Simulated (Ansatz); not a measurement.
Cost and result for the atomization energy of GeH6O3Si, SMILES `O[SiH](O)[O][GeH3]` (11 atoms, 10 bonds).

Z-matrix (Å, degrees):
```
Si
O 1 1.637
O 1 1.627 2 107.4
O 1 1.634 2 108.4 3 123.0
H 1 1.476 2 112.6 3 -121.2
H 2 0.958 1 116.4 3 24.1
Ge 3 1.780 1 133.5 2 168.5
H 4 0.959 1 117.3 2 -37.6
H 7 1.537 3 108.8 1 40.2
H 7 1.536 3 108.0 1 -80.7
H 7 1.533 3 105.4 1 160.0
```

Total charge 0; spin multiplicity 1. Correlated methods include outer-core shells of Ge, which these sets cover unevenly. Scalar relativity is left out up to krypton. The geometry is a stationary point of PBE0-D4/def2-TZVP. It is one conformer, not always the lowest. Program: Ansatz. Hardware: A = 2 threads of an AMD EPYC 7R13 on a shared host; B = 2 threads of an AMD EPYC 7R13 on a shared host and a share of an NVIDIA H100 80 GB. Times are those of one run each, without the atoms' runs, and a repeat can differ threefold. Electronic energies, without spin–orbit coupling; frozen cores. CCSD(T)/CBS adds CCSD(T) − MP2 in def2-TZVPP to the MP2 limit, and its time is that of the two runs behind it. T1 = 0.012. With those shells the extrapolation isn't a true limit. B3LYP takes the VWN-RPA correlation (the form of Gaussian; ORCA's B3LYP/G).

CCSD(T)/CBS is a level of theory with its own doubt, some kJ/mol a heavy atom from the limit and from the frozen cores, so smaller differences don't rank the functionals.

```
                                 level  functions  wall time  atomization (kJ/mol)  difference from CCSD(T)/CBS  per bond
   PBE-D4/def2-TZVPP (with forces) [A]        267      3.9 s                3945.7                        -35.1      -3.5
                PBE0-D4/def2-TZVPP [A]        267        6 s                3872.1                       -108.7     -10.9
                    MP2/def2-QZVPP [B]        510        6 s                4014.1                         33.3       3.3
r2SCAN-D4/def2-TZVPP (with forces) [A]        267      7.5 s                3947.5                        -33.3      -3.3
                CCSD(T)/def2-TZVPP [B]        267        9 s                3869.1                       -111.7     -11.2
 B3LYP-D4/def2-TZVPP (with forces) [A]        267        9 s                3915.4                        -65.4      -6.5
                 B2PLYP/def2-TZVPP [A]        267       11 s                3897.9                        -82.9      -8.3
                ωB97X-V/def2-TZVPP [A]        267       13 s                3962.3                        -18.5      -1.8
                     CCSD(T)/CBS(def2)          –       15 s                3980.8                          0.0       0.0
  ωB97M-V/def2-TZVPP (with forces) [A]        267       19 s                3946.1                        -34.7      -3.5
```

In def2-TZVPP, CCSD(T) changes the Hartree–Fock value by +1055.1 kJ/mol (the triples alone add +55.9 kJ/mol) and MP2 by +1132.5 kJ/mol; breaking electron pairs costs correlation energy, which Hartree–Fock lacks. The D4 term adds +37.2 kJ/mol with B3LYP and +19.6 kJ/mol with PBE0; it sums over pairs of atoms, weighted by their polarisabilities, and B3LYP, whose exchange is more repulsive, gets the larger term. From PBE to PBE0 (25 % exact exchange), in def2-TZVPP and without D4, the atomization energy moves by −70.1 kJ/mol: exact exchange takes away binding that semilocal exchange gives to molecules.
